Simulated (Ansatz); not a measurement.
Al₂Sb⁺. The state is a triplet with charge 1. Geometry r2SCAN-D4/def2-TZVP; atoms count from 1.

```xyz
3

Al    1.464   -0.049    0.875
Al   -1.213    1.187   -0.173
Sb   -0.250   -1.138   -0.702
```

In the def2 sets Sb takes a core potential; there is no spin–orbit coupling. The structure comes from a short search, and lower isomers may exist.

Question: Estimate the Mulliken populations from the PBE0/def2-TZVP orbitals of Ansatz.

Answer: 
| atom | charge (e) | spin (α − β) |
| --- | --- | --- |
| Al1 | 0.44 | 0.54 |
| Al2 | 0.44 | 0.54 |
| Sb3 | 0.11 | 0.92 |
Mulliken values depend strongly on the basis.

Question: Where does the spin sit?

Answer: Summed by element: Al 1.08, Sb 0.92, of 2 unpaired in all. Largest on single atoms: Sb3 0.92, Al1 0.54, Al2 0.54.

Question: And the Mayer bond orders between heavy atoms (over 0.3)?

Answer: Al1–Al2 0.34 (3.13 Å); Al1–Sb3 1.30 (2.57 Å); Al2–Sb3 1.30 (2.57 Å).
